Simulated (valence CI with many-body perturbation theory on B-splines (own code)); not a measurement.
Values are calculated unless marked as measured or tabulated.
# Energy levels of Ru¹³⁺

Level of theory: valence CI with perturbative core correlation (CI+MBPT): three valence electrons over a frozen Dirac-Fock core [Ar] 3d10, a basis of 11 s, 11 p, 10 d, 8 f, 5 g, 2 h functions for each j, with the one-electron correlation potential Σ1 (screened to all orders), the two-electron term Σ2, the three-electron term Σ3, Breit, model QED; selected single and double excitations, second order for the rest, scaled by the run's own slope (own B-spline code, finite nucleus).

No measured spectrum was set against this ion. As an estimate, levels hold to about 250 cm⁻¹ or 0.2 % of their energy and the worst to 1 %, as in measured heavy ions of charge 2 to 7; those with d or f electrons hold less well.

Levels 181 to 192 of 192, with energies above the lowest level, 4s2 4p 2P°_1/2. "Leading %" is the weight of the configuration and term that name the level; weights of strongly mixed levels are sums over their largest components and can fall short. In the jj column 3d3/2^4 stands for four electrons in 3d with j = 3/2.

```tsv
No.	Configuration	Term	J	E (cm⁻¹)	Leading %	Second component	Leading jj
181	4p 4d2	2P°	3/2	1496600	41	15 % 4p2 4f 2P°	4p3/2 4d3/2 4d5/2 (33 %)
182	4p2 4f	4G°	11/2	1498500	67	19 % 4p 4d2 4G°	4p3/2^2 4f7/2 (44 %)
183	4p 4d2	4P°	5/2	1499500	40	14 % 4p2 4f 2F°	4p3/2 4d3/2 4d5/2 (44 %)
184	4p2 4f	4D°	7/2	1500300	15	15 % 4p 4d2 2F°	4p3/2^2 4f7/2 (29 %)
185	4p2 5s	4P	1/2	1502800	73	13 % 4p2 5s 2P	4p1/2^2 5s (84 %)
186	4s 4p 5d	4F°	3/2	1503300	30	27 % 4s 4p 5d 2D°	4s 4p1/2 5d3/2 (75 %)
187	4p 4d2	2F°	5/2	1504300	26	22 % 4p2 4f 4F°	4p3/2^2 4f5/2 (33 %)
188	4p 4d2	2P°	1/2	1506700	43	26 % 4p2 4f 2P°	4p3/2 4d5/2^2 (42 %)
189	4p2 4f	4F°	7/2	1507000	37	20 % 4p 4d2 2F°	4p3/2^2 4f5/2 (39 %)
190	4p2 4f	4F°	9/2	1507200	41	18 % 4p 4d2 2G°	4p3/2^2 4f7/2 (51 %)
191	4p2 4f	2D°	3/2	1507400	31	16 % 4s 4p 5d 4F°	4p3/2^2 4f7/2 (25 %)
192	4s 4p 5d	4D°	5/2	1508600	43	26 % 4s 4p 5d 4F°	4s 4p1/2 5d5/2 (79 %)
```

Names give the largest LS component (configuration and term), which can be under half, so a name can repeat, a term be missing and a line seem to break the LS rules; names also repeat where a configuration has a term twice.

Where two levels of one J and parity lie close, their mixing, g and order are uncertain.
